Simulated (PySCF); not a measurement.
Input file for PySCF: U-B3LYP/6-31G* on F2Si (SMILES F[Si]F), a point of a bond scan (R = 1.448 Å).

```python
from pyscf import gto, scf, dft, mp
from pyscf.data.elements import chemcore

mol = gto.M(
    atom='''
    Si    0.01300632    0.00212733    0.57701376
    F     0.91166813   -0.63251727   -0.36460659
    F    -1.03175149    0.69972417   -0.42834589
    ''',
    basis='6-31g*',
    cart=True,
    charge=0, spin=0, verbose=3, max_memory=1800)
mf = dft.UKS(mol, xc='b3lyp')
mf.conv_tol = 1e-8
mf.max_cycle = 100
mf.init_guess_breaksym = True
mf.kernel()
if not mf.converged:
    mf = mf.newton().run(mf.mo_coeff, mf.mo_occ)
for _ in range(4):
    mo, _, stable, _ = mf.stability(return_status=True)
    if stable:
        break
    mf.kernel(mf.make_rdm1(mo, mf.mo_occ))
```

Q: Predict the final total energy.

A: -489.2350 hartree.
